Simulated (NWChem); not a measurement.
# Spin states of HSe

SMILES: [SeH]
```xyz
2

Se     0.0000     0.0000     0.0421
H      0.0000     0.0000    -1.4314
```
Charge 0, spin multiplicity 2.

All runs are NWChem calculations. All single points use one geometry, from UPBE0/def2-SVP, a minimum by its harmonic frequencies.

Basis set: def2-TZVP. The gap is E(quartet) − E(doublet) at the geometry of the doublet, so a negative value puts the higher spin lower. Open shells are unrestricted. The quartet is the single determinant that the SCF runs reached, with unpaired electrons in orbitals of symmetry a1 and b1 and b2 (C2v labels); it need not be the lowest quartet, which in molecules with degenerate π orbitals can need several determinants.

The Hamiltonian is non-relativistic. The correlated methods keep 9 core orbitals frozen. The structure started from a generated list of species. The unpaired electrons of the parent sit in orbitals of symmetry b2 (C2v labels of the run); other states weren't searched. No SCF solution was tested for a lower state. Open-shell Hartree-Fock references start from PBE0 orbitals.

Task: One of these methods gave a vertical doublet-quartet gap of 104.4 kcal/mol. Which?
A) MP2
B) HF
C) PBE
D) CAM-B3LYP

Result: B, HF. The others give 116.1 (MP2), 118.1 (CAM-B3LYP), 113.8 (PBE).
